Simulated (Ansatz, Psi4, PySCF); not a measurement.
Molecule: C2HO (charge 0, doublet). SMILES: [C]#CO
Structure (B3LYP-D3(BJ)/def2-TZVP (Ansatz, a quantum-chemistry and plane-wave program) minimum search):
```xyz
4

C      1.4687    -0.1022    -0.1775
C      0.2013    -0.0129    -0.0178
O     -1.0660     0.1572     0.0754
H     -1.4922    -0.5665     0.5690
```
Charge 0, spin multiplicity 2.

Wanted: size of the dipole moment, in D. Set-up: six Cartesian d functions in 6-31G* and its kin unless marked 5d; non-relativistic; open shells spin-unrestricted; dispersion terms only where a functional's name holds one; spin-orbit terms left out. Ab initio and DFT rows: single points at B3LYP-D3(BJ) geometries (Ansatz).

```csv
level,program,size of the dipole moment (D)
SVWN5/6-31G*,Ansatz,4.61
PBE/3-21G,Ansatz,4.58
PBE/6-31G*,Ansatz,4.52
PBE/def2-SVP,Ansatz,4.74
BP86/6-31G* (5d),PySCF,4.52
B3LYP/STO-3G,Ansatz,3.92
B3LYP/3-21G,Ansatz,4.48
B3LYP/6-31G,Ansatz,4.33
B3LYP/6-31G*,Ansatz,4.41
B3LYP/6-31+G*,Ansatz,4.59
B3LYP/6-31G**,Ansatz,4.42
B3LYP/cc-pVDZ,Ansatz,4.59
wB97X-D/6-31G*,Psi4,4.43
```

No value to compare with is used here. The 13 habitual levels span 3.92 (B3LYP/STO-3G) to 4.74 D (PBE/def2-SVP).

The levels are drawn from those run, B3LYP/6-31G* more often than the rest, none by its result; left out are runs that failed, that the program found above a lower state of the same kind, or whose <S^2> lies over 0.5 above the pure value.
